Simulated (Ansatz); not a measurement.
C2H7AlO2 (`C[O][AlH][O]C`), charge 0, multiplicity 1.

Problem. Give a relaxed structure at PBE0-D4/def2-TZVP (Ansatz). (Estimate.)

Solution. Ansatz gave: 
```xyz
12

C    -1.5775   -1.3058    0.3701
O    -0.3270   -1.6319   -0.1500
Al    1.1349   -0.9184   -0.5655
O     1.4492    0.7235   -0.4099
C     0.8362    1.9056   -0.0007
H    -2.3625   -1.5283   -0.3607
H    -1.6610   -0.2462    0.6415
H    -1.7792   -1.8992    1.2682
H     2.2692   -1.8362   -1.1305
H     0.8602    2.6430   -0.8102
H     1.3687    2.3325    0.8561
H    -0.2112    1.7614    0.2917
```
Point group C2v.
This is one stationary point; other conformers may exist.
